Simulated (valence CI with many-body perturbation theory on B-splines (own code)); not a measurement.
**Fe2+: E2, M1 decay**

Calculated by valence CI with perturbative core correlation (CI+MBPT): six valence electrons over a frozen Dirac-Fock core [Ar], a basis of 7 s, 7 p, 8 d, 6 f, 4 g, 1 h functions for each j, with the one-electron correlation potential Σ1 (screened to all orders), the two-electron term Σ2, the three-electron term Σ3, Breit, model QED; selected single and double excitations, second order for the rest, scaled by the run's own slope (own B-spline code, finite nucleus).

Against 25 measured levels this calculation errs by 731 cm⁻¹ on average and by 7276 at most. These come from a selection out of Corliss and Sugar, J. Phys. Chem. Ref. Data 11, 135 (1982). Levels without a partner in it may be off by more, other configurations by 1,000 to 8,000 cm⁻¹. Among the levels kept, up to 2700 cm⁻¹ of a level comes from second order outside the variational space, and about a tenth of that is noise between levels of different J, which matters for small intervals. Only levels of the ground parity were solved; by the run's estimate the other parity begins above the list, which can be wrong where configurations are misplaced. 1 measured level below the end of the list, from 30089 cm⁻¹ on, found no clear computed partner, and computed levels of the same name lie up to 7030 cm⁻¹ from them.

Lines 1 to 50 of 64 in falling wavelength, among levels below 42688 cm⁻¹, chosen from the decays that carry over 1 % of a level's rate. Wavelengths and rates use the calculated energies, so an error of 700 cm⁻¹ moves a line at 2243 nm by 16 % and its rate by three times that or more. Electric multipoles are in the length gauge, E1 and E2 with the static RPA response of the core. Weak lines are less certain than strong ones. Lines between different terms over intervals too small for the method are left out, as are lines whose strength nearly cancels and 22 of this kind that miss the measured wavelength by over 7 %. The highest levels of a list are the least certain. Branching is blank where the lifetime is uncertain.

```
λ vac (nm)  λ from measured levels       Upper     Lower  Type   A (s⁻¹)  Branch %
     51760                   55220    3d⁶ ³H_4  3d⁶ ³H_5    M1  2.32e-04      11.9
     33900                   33040    3d⁶ ⁵D_2  3d⁶ ⁵D_3    M1  1.67e-03     100.0
     25830                   26170    3d⁶ ³G_4  3d⁶ ³G_5    M1  1.49e-03          
      7822                    7791    3d⁶ ³P_1  3d⁶ ³P_2    M1  4.73e-02       7.4
      2243                    2349    3d⁶ ³G_5  3d⁶ ³H_5    M1  2.21e-02      33.9
      2149                    2243    3d⁶ ³G_4  3d⁶ ³H_4    M1  2.17e-02          
      2139                    2218    3d⁶ ³G_5  3d⁶ ³H_6    M1  3.04e-02      46.6
      2070                    2146    3d⁶ ³G_3  3d⁶ ³H_4    M1  3.16e-02          
      1152                    1128    3d⁶ ³D_1  3d⁶ ³F_2    M1  3.93e-03          
      1129                    1089    3d⁶ ¹G_4  3d⁶ ³F_3    M1  8.79e-02          
      1122                    1092    3d⁶ ³D_3  3d⁶ ³F_3    M1  4.99e-03          
      1102                    1061    3d⁶ ¹G_4  3d⁶ ³F_4    M1  1.61e-01          
      1095                    1064    3d⁶ ³D_3  3d⁶ ³F_4    M1  6.86e-03          
      1043                   994.5    3d⁶ ¹I_6  3d⁶ ³H_5    M1  4.64e-02          
      1020                   970.4    3d⁶ ¹I_6  3d⁶ ³H_6    M1  7.01e-02          
     948.6                   883.3    3d⁶ ³D_1  3d⁶ ³P_2    M1  1.27e-02          
     928.0                   961.1    3d⁶ ¹G_4  3d⁶ ³H_4    M1  8.02e-02          
     911.7                   944.7    3d⁶ ¹G_4  3d⁶ ³H_5    M1  1.64e-01          
     844.4                   830.6    3d⁶ ¹F_3  3d⁶ ³D_3    M1  5.46e-02          
     840.5                   832.6    3d⁶ ¹F_3  3d⁶ ¹G_4    E2  4.63e-03          
     836.2                   821.0    3d⁶ ¹F_3  3d⁶ ³D_2    M1  3.12e-02          
     716.3                   708.0    3d⁶ ¹S_0  3d⁶ ³P_1    M1  1.06e+00          
     704.6                   717.0    3d⁶ ¹D_2  3d⁶ ³F_2    M1  1.14e-01      22.3
     696.4                   709.0    3d⁶ ¹D_2  3d⁶ ³F_3    M1  2.13e-01      41.5
     676.8                   661.6    3d⁶ ¹D_2  3d⁶ ³P_1    M1  2.70e-02       5.3
     622.9                   609.8    3d⁶ ¹D_2  3d⁶ ³P_2    M1  7.79e-02      15.2
     560.5                   563.2    3d⁶ ¹F_3  3d⁶ ³G_3    M1  4.79e-02          
     554.9                   556.9    3d⁶ ¹F_3  3d⁶ ³G_4    M1  9.35e-02          
     530.3                   541.3    3d⁶ ³P_2  3d⁶ ⁵D_1    M1  3.70e-02       8.6
     522.0                   498.7    3d⁶ ³H_6  3d⁶ ⁵D_4    E2  4.68e-06          
     521.8                   498.9    3d⁶ ³H_4  3d⁶ ⁵D_3    M1  2.51e-04      12.8
     516.1                   492.6    3d⁶ ³H_5  3d⁶ ⁵D_4    M1  3.96e-06          
     516.1                   492.6    3d⁶ ³H_5  3d⁶ ⁵D_4    E2  3.52e-06          
     515.9                   527.2    3d⁶ ³P_2  3d⁶ ⁵D_3    M1  3.93e-01      91.3
     511.0                   488.2    3d⁶ ³H_4  3d⁶ ⁵D_4    M1  1.47e-03      75.1
     500.4                   508.6    3d⁶ ³P_1  3d⁶ ⁵D_0    M1  8.69e-02      13.5
     491.0                   501.3    3d⁶ ³P_1  3d⁶ ⁵D_2    M1  5.07e-01      79.0
     482.9                   493.2    3d⁶ ³P_0  3d⁶ ⁵D_1    M1  6.49e-01      98.4
     482.7                   477.9    3d⁶ ³F_2  3d⁶ ⁵D_1    M1  4.00e-02      27.3
     481.1                   477.1    3d⁶ ³F_3  3d⁶ ⁵D_2    M1  7.26e-02      22.7
     479.3                   475.6    3d⁶ ³F_4  3d⁶ ⁵D_3    M1  7.38e-02      15.8
     477.3                   473.5    3d⁶ ³F_2  3d⁶ ⁵D_2    M1  8.30e-02      56.7
     476.8                   466.5    3d⁶ ¹F_3  3d⁶ ³F_4    M1  4.61e-03          
     474.4                   470.3    3d⁶ ³F_3  3d⁶ ⁵D_3    M1  2.09e-01      65.4
     470.7                   466.8    3d⁶ ³F_2  3d⁶ ⁵D_3    M1  2.32e-02      15.8
     470.2                   465.9    3d⁶ ³F_4  3d⁶ ⁵D_4    M1  3.91e-01      83.5
     465.5                   460.8    3d⁶ ³F_3  3d⁶ ⁵D_4    M1  3.68e-02      11.5
     451.9                          3d⁵4s ⁷S_3  3d⁶ ⁵D_1    E2  2.48e-05       3.2
     447.2                          3d⁵4s ⁷S_3  3d⁶ ⁵D_2    E2  1.14e-04      14.7
     441.4                          3d⁵4s ⁷S_3  3d⁶ ⁵D_3    E2  2.67e-04      34.3
```
